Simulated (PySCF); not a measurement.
## Löwdin shares of the frontier orbitals

Species: C₈H₈O₂.
SMILES with atom numbers: `[O:1]=[C:2]([OH:3])[C@H:4]1[C@H:5]2[CH:6]=[CH:7][C@@H:8]1[CH:9]=[CH:10]2` (hydrogens: H11 on O3; H12 on C4; H13 on C5; H14 on C6; H15 on C7; H16 on C8; H17 on C9; H18 on C10)

Geometry (PBE0-D3(BJ)/def2-SVP, Å), atoms numbered from 1 in this order:
```xyz
18
C8H8O2 angstrom
O      2.4173   -0.0338   -1.3276
C      1.8794   -0.3254   -0.2924
O      2.5377   -0.3909    0.8724
C      0.4312   -0.7165   -0.1526
C     -0.3298   -0.1710    1.0830
C     -0.2614    1.3234    0.7365
C     -0.3727    1.4244   -0.5916
C     -0.5174   -0.0021   -1.1432
C     -1.8426   -0.5657   -0.6202
C     -1.7301   -0.6675    0.7084
H      3.4589   -0.1578    0.6777
H      0.3686   -1.8161   -0.2228
H      0.0478   -0.4581    2.0712
H     -0.1873    2.1273    1.4690
H     -0.4062    2.3292   -1.1985
H     -0.3065   -0.1286   -2.2111
H     -2.7150   -0.7787   -1.2388
H     -2.4898   -0.9820    1.4249
```

The calculation used TDDFT PBE0/def2-SVPD, vertical, gas phase, core orbitals frozen in the response (PySCF 2.14.0, density-fitted response routines).

Kohn–Sham orbitals with the atoms that hold most of them (Löwdin shares over 4%, at most four atoms; ? is withheld):

```tsv
orbital	ε (eV)	atoms
LUMO+2	0.48	O3 31%, H11 15%, C2 13%, O1 10%
LUMO+1	0.03	C2 37%, O1 27%, O3 13%, C4 8%
LUMO	?	?
HOMO	-6.78	?
HOMO-1	-7.60	C7 16%, C6 15%, C10 14%, C9 13%
HOMO-2	-8.22	O1 57%, O3 8%, C2 7%, C4 7%
HOMO-3	-9.38	O1 38%, O3 33%, C2 10%
```

Task: Give the leading atoms of the HOMO.

Result: C9 (bonded to 2 C and H) 21%; C10 (bonded to 2 C and H) 21%; C6 (bonded to 2 C and H) 21%; C7 (bonded to 2 C and H) 20%.

Task: Give the leading atoms of the LUMO.

Result: C9 (bonded to 2 C and H) 17%; C10 (bonded to 2 C and H) 17%; C7 (bonded to 2 C and H) 17%; C6 (bonded to 2 C and H) 16%.

Task: What is the LUMO energy, and the HOMO–LUMO gap?

Result: ε(LUMO) = -0.67 eV; the gap is 6.11 eV (0.2247 hartree).

Task: The HOMO–LUMO gap is 6.11 eV. Where does the response calculation put the lowest singlet, and from which orbitals?

Result: S1 is at 4.99 eV (f = 0.0000), 1.12 eV below the gap, made of HOMO→LUMO (98%). Without the coupling terms of the response equations the lowest excitation would equal the gap.

Task: One configuration dominates each of S1, S2, S3 and S6. Which, and how do the shares of the two leading atoms of either orbital change from the occupied to the empty one?

Result: 
- S1 (4.99 eV, f 0.0000), HOMO→LUMO (98%): C9 21% → 17%, C10 21% → 17%
- S2 (5.60 eV, f 0.0028), HOMO→LUMO+1 (78%): C9 21% → at most 8%, C10 21% → at most 8%, C2 at most 17% → 37%, O1 at most 17% → 27%
- S3 (5.74 eV, f 0.012), HOMO-1→LUMO (80%): C7 16% → 17%, C6 15% → 16%, C9 13% → 17%, C10 14% → 17%
- S6 (6.44 eV, f 0.0014), HOMO-2→LUMO (90%): O1 57% → at most 17%, O3 8% → at most 17%, C9 at most 7% → 17%, C10 at most 7% → 17%

Cost: about 1.6 min of CPU time on one thread; the machine was shared, so the figure is rough.

One conformer stands for the species.
